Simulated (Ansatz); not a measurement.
CH5AlINSi, SMILES `[I][Al]1[CH2][SiH2][NH]1`, relaxed with RKS PBE0-D4/def2-TZVP in the Gaussian-basis code of Ansatz from a PBE-D4/def2-SVP geometry. The force threshold is 0.005 eV/Å; the program also tests the step.

Charge 0, multiplicity 1. I: def2 effective core potential.

Start:

```xyz
10

I     0.664   -3.211   -2.094
Al    0.240   -1.159   -0.764
C     0.870   -0.262    0.882
Si   -0.429    1.057    0.425
N    -0.926    0.185   -1.042
H     0.685   -0.798    1.835
H     1.921    0.093    0.875
H    -1.531    1.207    1.444
H     0.149    2.423    0.155
H    -1.642    0.464   -1.716
```

```json
{"step": "1", "energy (eV)": "-25180.1134", "largest force (eV/Å)": "0.542", "largest move (Å)": "0.000"}
{"step": "2", "energy (eV)": "-25180.1589", "largest force (eV/Å)": "0.398", "largest move (Å)": "0.042"}
{"step": "3", "energy (eV)": "-25180.1679", "largest force (eV/Å)": "0.047", "largest move (Å)": "0.013"}
{"step": "4", "energy (eV)": "-25180.1681", "largest force (eV/Å)": "0.018", "largest move (Å)": "0.005"}
{"step": "5", "energy (eV)": "-25180.1681", "largest force (eV/Å)": "0.010", "largest move (Å)": "0.001"}
{"step": "6", "energy (eV)": "-25180.1681", "largest force (eV/Å)": "0.005", "largest move (Å)": "0.003"}
{"step": "7", "energy (eV)": "-25180.1681", "largest force (eV/Å)": "0.001", "largest move (Å)": "0.002"}
```

End:

```xyz
10

I     0.665   -3.171   -2.077
Al    0.233   -1.139   -0.755
C     0.862   -0.262    0.874
Si   -0.422    1.040    0.417
N    -0.920    0.186   -1.021
H     0.674   -0.786    1.812
H     1.895    0.087    0.870
H    -1.511    1.200    1.422
H     0.149    2.389    0.142
H    -1.625    0.457   -1.684
```

Hardware: 4 threads of an AMD EPYC 7B13 on a shared host. Wall time 30 s, peak host memory 0.69 GiB.
